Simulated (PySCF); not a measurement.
PySCF job for C3H4BF3, SMILES C/C(F)=C\B(F)F, PBE0-D3(BJ)/def2-SVP. The structure is a stationary point at PBE0-D3(BJ)/def2-SVP. The structure was generated by enumeration; whether it is a known compound was not checked. Other conformers were not sampled.

```python
import numpy as np
from pyscf import gto, scf, dft, df
from pyscf.hessian import thermo

mol = gto.M(
    atom='''
    C    -1.26357768    1.55383762    0.00000000
    C     0.17842855    1.21285738    0.00000000
    F     0.93627332    2.30901825    0.00000000
    C     0.78345329    0.01272946   -0.00000000
    B     0.08241688   -1.35026521   -0.00000000
    F     0.79070979   -2.46822009   -0.00000000
    F    -1.23805240   -1.50256612    0.00000000
    H    -1.49373987    2.16811646   -0.88495573
    H    -1.49373987    2.16811646    0.88495572
    H    -1.89219972    0.65853318    0.00000000
    H     1.87739372    0.03592474   -0.00000000
    ''',
    basis='def2-SVP',
    charge=0,
    spin=0,
    max_memory=1600,
    verbose=3,
)
mf = dft.RKS(mol, xc='pbe0').density_fit(auxbasis='def2-universal-jkfit')
mf.disp = 'd3bj'
mf.grids.level = 3
mf.conv_tol = 1e-11
mf.max_cycle = 100
mf.kernel()

# [left out here: the lines that compute and print the analytic Hessian (its translational invariance restored by hand, since the grid's response is missing), thermochemistry and intensities]
```

Output:

```
converged SCF energy = -440.441081172619

WARN: DFTD3 does not support analytical Hessian, using finite difference


WARN: Mole.unit (angstrom) is changed to Bohr

Mode                                 0                   1                   2
Irrep
Freq [cm^-1]                       65.8783            151.1105            175.1315
Reduced mass [au]                   5.6963              2.3432              7.3606
Force const [Dyne/A]                0.0146              0.0315              0.1330
Char temp [K]                      94.7842            217.4143            251.9752
Normal mode                   x     y     z       x     y     z       x     y     z
       0   C                 0.00  0.00  0.14   -0.00  0.00  0.03    0.00  0.13 -0.00
       1   C                -0.00 -0.00 -0.00   -0.00  0.00  0.05   -0.02  0.04 -0.00
       2   F                 0.00 -0.00 -0.05    0.00 -0.00 -0.09    0.06 -0.02  0.00
       3   C                -0.00 -0.00 -0.06   -0.00  0.00  0.16   -0.09  0.00 -0.00
       4   B                -0.00 -0.00 -0.02   -0.00 -0.00  0.04   -0.04 -0.02 -0.00
       5   F                 0.00  0.00  0.12    0.00  0.00 -0.05    0.06  0.04  0.00
       6   F                 0.00 -0.00 -0.13   -0.00 -0.00 -0.05   -0.03 -0.14  0.00
       7   H                -0.08  0.02  0.18   -0.07 -0.29 -0.15    0.03  0.14 -0.00
       8   H                 0.08 -0.02  0.18    0.07  0.29 -0.15    0.03  0.14  0.00
       9   H                -0.00  0.00  0.17    0.00  0.00  0.36   -0.04  0.16  0.00
      10   H                -0.00  0.00 -0.12   -0.00  0.00  0.16   -0.09 -0.03 -0.00
Mode                                 3                   4                   5
Irrep
Freq [cm^-1]                      185.9484            325.1448            372.9546
Reduced mass [au]                   1.4892              4.4460             15.3083
Force const [Dyne/A]                0.0303              0.2769              1.2546
[...]
       6   F                -0.05  0.00  0.00   -0.00  0.00 -0.01    0.07 -0.08  0.00
       7   H                 0.25  0.11  0.01    0.32 -0.05 -0.12    0.05  0.04  0.00
       8   H                 0.25  0.11 -0.01   -0.32  0.05 -0.12    0.05  0.04 -0.00
       9   H                -0.10  0.18  0.00   -0.00  0.00 -0.21   -0.10  0.07 -0.00
      10   H                 0.06 -0.14  0.00    0.00 -0.00 -0.35    0.08  0.10 -0.00
Mode                                 9                  10                  11
Irrep
Freq [cm^-1]                      666.0546            823.8560            884.0488
Reduced mass [au]                   7.0861              5.3490              1.3912
Force const [Dyne/A]                1.8521              2.1391              0.6406
Char temp [K]                     958.3042           1185.3454           1271.9495
Normal mode                   x     y     z       x     y     z       x     y     z
       0   C                -0.00 -0.00 -0.00    0.12 -0.03  0.00   -0.00 -0.00 -0.01
       1   C                 0.00 -0.00 -0.04   -0.00  0.01 -0.00   -0.00  0.00 -0.07
       2   F                 0.00  0.00  0.02   -0.03 -0.01  0.00    0.00  0.00  0.02
       3   C                 0.00  0.00 -0.06   -0.18 -0.03  0.00   -0.00 -0.00  0.13
       4   B                -0.00  0.00  0.27    0.01  0.01  0.00   -0.00 -0.00 -0.05
       5   F                -0.00  0.00 -0.05   -0.04  0.03 -0.00   -0.00  0.00  0.01
       6   F                -0.00 -0.00 -0.05    0.10  0.02 -0.00    0.00  0.00  0.00
       7   H                -0.01 -0.01 -0.00    0.12 -0.04 -0.00   -0.03  0.01  0.00
       8   H                 0.01  0.01 -0.00    0.12 -0.04  0.00    0.03 -0.01  0.00
       9   H                 0.00 -0.00 -0.01    0.19 -0.07  0.00   -0.00  0.00 -0.01
      10   H                 0.00  0.00 -0.24   -0.19 -0.14  0.00   -0.00 -0.00 -0.83
Mode                                12                  13                  14
Irrep
Freq [cm^-1]                      927.0138           1018.7111           1050.1197
Reduced mass [au]                   2.7262              1.5513              1.6151
Force const [Dyne/A]                1.3803              0.9486              1.0493
Char temp [K]                    1333.7665           1465.6985           1510.8885
Normal mode                   x     y     z       x     y     z       x     y     z
       0   C                -0.12  0.01 -0.00    0.01  0.13  0.00    0.00  0.00 -0.13
       1   C                 0.04 -0.05  0.00    0.04  0.02 -0.00    0.00  0.00  0.13
       2   F                 0.04  0.07 -0.00   -0.05 -0.04  0.00   -0.00 -0.00 -0.01
       3   C                -0.01 -0.12 -0.00    0.04 -0.04  0.00    0.00 -0.00 -0.02
       4   B                -0.02 -0.02  0.00   -0.00 -0.00 -0.00    0.00  0.00  0.01
       5   F                -0.02  0.04 -0.00   -0.00  0.01  0.00   -0.00  0.00 -0.00
       6   F                 0.07  0.01 -0.00    0.01  0.00  0.00    0.00  0.00 -0.00
       7   H                -0.09  0.04  0.01   -0.37 -0.11 -0.07   -0.44  0.19  0.13
       8   H                -0.09  0.04 -0.01   -0.37 -0.11  0.07    0.44 -0.19  0.13
       9   H                -0.25  0.10  0.00    0.47 -0.19 -0.00    0.00 -0.00  0.28
      10   H                 0.00 -0.48 -0.00    0.05 -0.22  0.00    0.00 -0.00 -0.12
Mode                                15                  16                  17
Irrep
Freq [cm^-1]                     1164.3648           1316.5975           1396.6355
Reduced mass [au]                   1.9478              2.1237              2.4048
Force const [Dyne/A]                1.5559              2.1690              2.7638
Char temp [K]                    1675.2617           1894.2906           2009.4476
Normal mode                   x     y     z       x     y     z       x     y     z
       0   C                -0.02 -0.03  0.00    0.02 -0.04  0.00    0.10 -0.01 -0.00
       1   C                 0.04  0.10 -0.00    0.15  0.08 -0.00   -0.03 -0.08 -0.00
       2   F                -0.03 -0.06  0.00   -0.04 -0.05  0.00    0.02  0.03  0.00
       3   C                -0.00  0.08  0.00   -0.02  0.01  0.00   -0.04 -0.03  0.00
       4   B                 0.01  0.10 -0.00   -0.06 -0.07 -0.00    0.03  0.16 -0.00
       5   F                 0.03 -0.06 -0.00   -0.01  0.02 -0.00    0.02 -0.05 -0.00
       6   F                -0.02 -0.00  0.00    0.03  0.01  0.00   -0.02 -0.01 -0.00
       7   H                 0.08  0.06  0.04   -0.25  0.10  0.15   -0.34 -0.04  0.09
       8   H                 0.08  0.06 -0.04   -0.25  0.10 -0.15   -0.34 -0.04 -0.09
       9   H                -0.14  0.05 -0.00   -0.32  0.20  0.00   -0.24  0.22  0.00
      10   H                 0.01 -0.65  0.00   -0.02  0.30  0.00   -0.05  0.04  0.00
Mode                                18                  19                  20
Irrep
Freq [cm^-1]                     1409.2082           1431.5840           1447.9802
Reduced mass [au]                   4.6768              1.8416              1.0431
Force const [Dyne/A]                5.4721              2.2237              1.2885
Char temp [K]                    2027.5369           2059.7306           2083.3211
Normal mode                   x     y     z       x     y     z       x     y     z
       0   C                -0.02 -0.02  0.00   -0.08  0.04  0.00   -0.00  0.00 -0.05
       1   C                 0.04  0.01 -0.00    0.13  0.00  0.00    0.00 -0.00 -0.03
       2   F                -0.01 -0.00  0.00   -0.02 -0.01 -0.00   -0.00 -0.00  0.00
       3   C                -0.04 -0.05  0.00   -0.06 -0.04 -0.00   -0.00 -0.00  0.00
       4   B                 0.23 -0.02 -0.00    0.04  0.09  0.00   -0.00  0.00  0.00
       5   F                -0.03  0.04 -0.00    0.01 -0.02  0.00    0.00 -0.00 -0.00
       6   F                -0.08 -0.01  0.00   -0.02 -0.01  0.00    0.00 -0.00 -0.00
       7   H                -0.02  0.20  0.15    0.17 -0.30 -0.30    0.39  0.27  0.04
       8   H                -0.02  0.20 -0.15    0.17 -0.30  0.30   -0.39 -0.27  0.04
       9   H                 0.08 -0.09  0.00   -0.10  0.05 -0.00    0.00 -0.00  0.71
      10   H                -0.04 -0.00  0.00   -0.07  0.24 -0.00   -0.00  0.00  0.00
Mode                                21                  22                  23
Irrep
Freq [cm^-1]                     1453.7472           1750.8185           3067.2461
Reduced mass [au]                   1.7248              8.6734              1.0408
Force const [Dyne/A]                2.1477             15.6646              5.7692
Char temp [K]                    2091.6185           2519.0380           4413.0842
Normal mode                   x     y     z       x     y     z       x     y     z
       0   C                 0.07  0.01 -0.00    0.03 -0.02 -0.00   -0.04  0.03 -0.00
       1   C                -0.05  0.02 -0.00   -0.09  0.18  0.00    0.00  0.00 -0.00
       2   F                 0.00 -0.00  0.00   -0.00 -0.01 -0.00    0.00 -0.00  0.00
       3   C                 0.01  0.06  0.00    0.06 -0.18 -0.00   -0.00 -0.00 -0.00
       4   B                 0.09 -0.12  0.00   -0.00  0.04  0.00    0.00  0.00 -0.00
       5   F                -0.03  0.04  0.00    0.00 -0.00  0.00   -0.00  0.00 -0.00
       6   F                -0.02  0.00 -0.00    0.00 -0.00 -0.00   -0.00 -0.00  0.00
       7   H                -0.09 -0.33 -0.19    0.04 -0.05 -0.03    0.13 -0.35  0.52
       8   H                -0.09 -0.33  0.19    0.04 -0.05  0.03    0.13 -0.35 -0.52
       9   H                -0.32  0.28  0.00   -0.09  0.07  0.00    0.20  0.30 -0.00
      10   H                 0.02 -0.23 -0.00    0.07  0.09 -0.00    0.01  0.00 -0.00
Mode                                24                  25                  26
Irrep
Freq [cm^-1]                     3146.0276           3209.5758           3230.6525
Reduced mass [au]                   1.1016              1.0902              1.1027
Force const [Dyne/A]                6.4237              6.6170              6.7810
Char temp [K]                    4526.4332           4617.8649           4648.1897
Normal mode                   x     y     z       x     y     z       x     y     z
       0   C                 0.00 -0.00 -0.09   -0.00 -0.00 -0.00   -0.04 -0.08 -0.00
       1   C                -0.00  0.00 -0.00   -0.00  0.01  0.00    0.00 -0.00 -0.00
       2   F                -0.00 -0.00  0.00   -0.00 -0.00 -0.00    0.00  0.00 -0.00
       3   C                 0.00  0.00 -0.00    0.08 -0.00 -0.00   -0.00  0.00  0.00
       4   B                -0.00 -0.00  0.00   -0.00 -0.00  0.00    0.00  0.00  0.00
       5   F                 0.00 -0.00 -0.00   -0.00  0.00  0.00   -0.00 -0.00  0.00
       6   F                 0.00  0.00 -0.00   -0.00 -0.00 -0.00   -0.00 -0.00 -0.00
       7   H                 0.14 -0.38  0.53    0.00 -0.00 -0.00   -0.05  0.12 -0.19
       8   H                -0.14  0.38  0.53    0.00 -0.00  0.00   -0.05  0.12  0.19
       9   H                -0.00 -0.00 -0.01    0.01  0.01 -0.00    0.51  0.73 -0.00
      10   H                -0.00 -0.00 -0.00   -0.95 -0.02  0.00    0.01  0.00 -0.00
temperature 298.1500 [K]
pressure 101325.00 [Pa]
Rotational constants [GHz] 5.18974 1.49677 1.17021
Symmetry number 1
Zero-point energy (ZPE) 0.07350 [Eh]   192977.863 [J/mol]
                           tot       elec      trans        rot        vib
Entropy [J/mol/K]       354.574      0.000    167.125    116.986     70.463
Cv [J/mol/K]            101.773      0.000     12.472     12.472     76.830
Cp [J/mol/K]            110.088      0.000     20.786     12.472     76.830
Internal energy [J/mol]                      3718.434   3718.434 204529.719
Internal energy [Eh]   -440.36035  -440.44108
Enthalpy [J/mol]                             6197.391   3718.434 204529.719
Enthalpy [Eh]          -440.35940
Gibbs free energy [J/mol]                  -43630.902 -31161.071 183521.158
Gibbs free energy [Eh] -440.39967
mode   freq/cm-1   IR/(km/mol)
   1       65.88         0.552
   2      151.11         0.547
   3      175.13         2.568
   4      185.95         2.334
   5      325.14         0.881
   6      372.95         3.357
   7      482.77         2.134
   8      522.40         1.266
   9      587.79        29.902
  10      666.05        30.631
  11      823.86         0.512
  12      884.05        56.154
  13      927.01        38.365
  14     1018.71         8.932
  15     1050.12         2.936
  16     1164.36       194.025
  17     1316.60         2.635
  18     1396.64        99.804
  19     1409.21       278.553
  20     1431.58       118.492
  21     1447.98        10.328
  22     1453.75       188.044
  23     1750.82       434.948
  24     3067.25         4.300
  25     3146.03         1.165
  26     3209.58         0.265
  27     3230.65         1.129
max |gradient| / (hartree/bohr): 0.00032496342506604025
APT charges: [-0.1316  0.9183 -0.5804 -0.6759  1.4619 -0.6358 -0.5779  0.0376  0.0376
  0.074   0.0723]
```

The run converged.

Cost: very roughly 2.9 core-minutes.
